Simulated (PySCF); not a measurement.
PySCF job for Cr(OH)2 (CrH2O2), SMILES [OH][Cr][OH] (connectivity only; charge and spin as stated), neutral, multiplicity 5, PBE0-D3(BJ)/def2-TZVP. Geometry optimised at PBE0-D3(BJ)/def2-TZVP. A frequency run showed that this geometry is not a minimum. The spin state was assumed, not searched. Other conformers were not sampled.

```python
import numpy as np
from pyscf import gto, scf, dft, df
from pyscf.hessian import thermo

mol = gto.M(
    atom='''
    Cr    0.00000000    0.00000000   -0.01318370
    O     0.00000000   -1.80305002    0.09288410
    H     0.00000000   -2.47861665   -0.58486838
    O     0.00000000    1.80305002    0.09288410
    H     0.00000000    2.47861664   -0.58486837
    ''',
    basis='def2-TZVP',
    charge=0,
    spin=4,
    max_memory=1600,
    verbose=3,
)
mf = dft.UKS(mol, xc='pbe0').density_fit(auxbasis='def2-universal-jkfit')
mf.disp = 'd3bj'
mf.grids.level = 3
mf.conv_tol = 1e-11
mf.max_cycle = 100
mf.kernel()
fine, coarse = mf.grids, dft.Grids(mol).set(level=1).build(with_non0tab=True)
for _ in range(3):  # follow internal instabilities
    mf.grids = coarse
    mo, _, stable, _ = mf.stability(return_status=True, nroots=4)
    mf.grids = fine
    if stable:
        break
    mf.kernel(mf.make_rdm1(mo, mf.mo_occ))

# analytic Hessian; the response equations are solved on a coarser grid
h, args, fine = mf.Hessian(), (mf.mo_energy, mf.mo_coeff, mf.mo_occ), mf.grids
h.max_memory = max(150, 2.5e-5 * df.make_auxmol(mol, mf.with_df.auxbasis).nao * mol.nelec[0] * (mol.nelec[0] + mol.nao))  # MB; small integral blocks
h1ao = h.make_h1(mf.mo_coeff, mf.mo_occ)
mf.grids = dft.Grids(mol).set(level=1).build(with_non0tab=True)
mo1, mo_e1 = h.solve_mo1(*args, h1ao)
mf.grids = fine
hess = h.hess_elec(*args, mo1, mo_e1, h1ao) + h.hess_nuc()
if mf.do_disp():
    hess += h.get_dispersion()
for i in range(mol.natm):  # the analytic DFT Hessian lacks the response of the grid: restore translational invariance
    hess[i, i] -= hess[i].sum(axis=0)
hess = (hess + hess.transpose(1, 0, 3, 2)) / 2
vib = thermo.harmonic_analysis(mol, hess, imaginary_freq=False)
thermo.dump_normal_mode(mol, vib)
th = thermo.thermo(mf, vib['freq_au'][vib['freq_au'] > 0], 298.15, 101325)
thermo.dump_thermo(mol, th)
g0 = mf.nuc_grad_method().set(verbose=0).kernel()

# dipole derivatives [dipole axis, atom, xyz] from the same response
r, irp = mol.intor('int1e_r'), mol.intor('int1e_irp').reshape(3, 3, mol.nao, mol.nao)
sl, dm0, ok = mol.aoslice_by_atom(), np.array(mf.make_rdm1()), []
dmu = np.einsum('a,xt->xat', mol.atom_charges(), np.eye(3))
for a, (_, _, p0, p1) in enumerate(sl):
    dmu[:, a] += 2 * np.einsum('xtij,ij->xt', irp[:, :, :, p0:p1], dm0.reshape(-1, mol.nao, mol.nao).sum(0)[:, p0:p1])
    for u, c, occ, f in zip(mo1, mf.mo_coeff, mf.mo_occ, (2, 2)):
        dmu[:, a] -= f * np.einsum('tui,xuv,vi->xt', u[a], r, c[:, occ > 0], optimize=True)
L = vib['norm_mode']
ir = 974.8801 * (np.einsum('xat,kat->kx', dmu, L) ** 2).sum(1)       # km/mol
apt = np.einsum('xax->a', dmu) / 3
print('mode   freq/cm-1   IR/(km/mol)')
for k, w in enumerate(vib['freq_wavenumber']):
    print(f'{k + 1:4d} {w:11.2f} {ir[k]:13.3f}')
print('max |gradient| / (hartree/bohr):', abs(g0).max())
print('APT charges:', apt.round(4))
```

Output:

```

WARN: HOMO -0.289351247783476 >= LUMO -0.31771218331395

converged SCF energy = -1195.84711886376  <S^2> = 6.0073002  2S+1 = 5.0029192
<class 'pyscf.df.df_jk.DFUKS'> wavefunction has an internal instability
converged SCF energy = -1195.8698406805  <S^2> = 6.042562  2S+1 = 5.0169959
<class 'pyscf.df.df_jk.DFUKS'> wavefunction is stable in the internal stability analysis

WARN: DFTD3 does not support analytical Hessian, using finite difference


WARN: Mole.unit (angstrom) is changed to Bohr

Mode                                 0                   1                   2
Irrep
Freq [cm^-1]                      -81.0128            168.6599            445.5621
Reduced mass [au]                   3.8819              5.6286              1.1376
Force const [Dyne/A]               -0.0150              0.0943              0.1331
Char temp [K]                    -116.5593            242.6640            641.0646
Normal mode                   x     y     z       x     y     z       x     y     z
       0  Cr                 0.08 -0.00  0.00    0.00 -0.00 -0.08   -0.00  0.00  0.00
       1   O                -0.11  0.00 -0.00   -0.00  0.02  0.12   -0.00 -0.03  0.05
       2   H                -0.34  0.00 -0.00    0.00 -0.10  0.24    0.00  0.47 -0.46
       3   O                -0.11  0.00 -0.00   -0.00 -0.02  0.12    0.00 -0.03 -0.05
       4   H                -0.34  0.00  0.00   -0.00  0.10  0.24   -0.00  0.47  0.46
Mode                                 3                   4                   5
Irrep
Freq [cm^-1]                      496.5022            506.9678            625.4264
Reduced mass [au]                   1.2483              1.1196              6.4721
Force const [Dyne/A]                0.1813              0.1695              1.4916
Char temp [K]                     714.3562            729.4137            899.8493
Normal mode                   x     y     z       x     y     z       x     y     z
       0  Cr                -0.00 -0.00  0.02   -0.00 -0.00  0.00   -0.00  0.00  0.00
       1   O                 0.00  0.04 -0.06   -0.06  0.00 -0.00    0.00  0.17 -0.00
       2   H                -0.00 -0.45  0.44    0.67 -0.00  0.00   -0.00  0.22 -0.05
       3   O                -0.00 -0.04 -0.06    0.06 -0.00 -0.00   -0.00 -0.17 -0.00
       4   H                 0.00  0.45  0.44   -0.67  0.00  0.00    0.00 -0.22 -0.05
Mode                                 6                   7                   8
Irrep
Freq [cm^-1]                      760.7352           3926.5559           3928.4220
Reduced mass [au]                  11.3979              1.0670              1.0673
Force const [Dyne/A]                3.8863              9.6926              9.7043
Char temp [K]                    1094.5286           5649.4397           5652.1246
Normal mode                   x     y     z       x     y     z       x     y     z
       0  Cr                -0.00 -0.09 -0.00    0.00 -0.00 -0.00   -0.00 -0.00  0.00
       1   O                 0.00  0.13 -0.00   -0.00  0.03  0.03    0.00  0.03  0.03
       2   H                -0.00  0.15 -0.02   -0.00 -0.49 -0.48   -0.00 -0.49 -0.48
       3   O                 0.00  0.13  0.00   -0.00  0.03 -0.03   -0.00 -0.03  0.03
       4   H                 0.00  0.15  0.02   -0.00 -0.49  0.48    0.00  0.49 -0.48
temperature 298.1500 [K]
pressure 101325.00 [Pa]
Rotational constants [GHz] 526.18813 4.34135 4.30583
Symmetry number 2
Zero-point energy (ZPE) 0.02474 [Eh]   64950.236 [J/mol]
                           tot       elec      trans        rot        vib
Entropy [J/mol/K]       281.689     13.382    164.301     82.178     21.829
Cv [J/mol/K]             56.073      0.000     12.472     12.472     31.129
Cp [J/mol/K]             64.387      0.000     20.786     12.472     31.129
Internal energy [J/mol]                      3718.434   3718.434  69050.822
Internal energy [Eh]   -1195.84071  -1195.86984
Enthalpy [J/mol]                             6197.391   3718.434  69050.822
Enthalpy [Eh]          -1195.83976
Gibbs free energy [J/mol]                  -42788.811 -20783.008  62542.581
Gibbs free energy [Eh] -1195.87175
mode   freq/cm-1   IR/(km/mol)
   1      -81.01         0.069
   2      168.66         2.057
   3      445.56       195.796
   4      496.50        90.796
   5      506.97         0.000
   6      625.43         0.022
   7      760.74       268.895
   8     3926.56       162.058
   9     3928.42        31.906
max |gradient| / (hartree/bohr): 1.439411951698428e-05
APT charges: [ 1.2103 -0.8914  0.2862 -0.8914  0.2862]
```

Self-consistency was reached. The end point has an imaginary mode, so it is no minimum.

Cost: roughly 2.8 core-minutes.
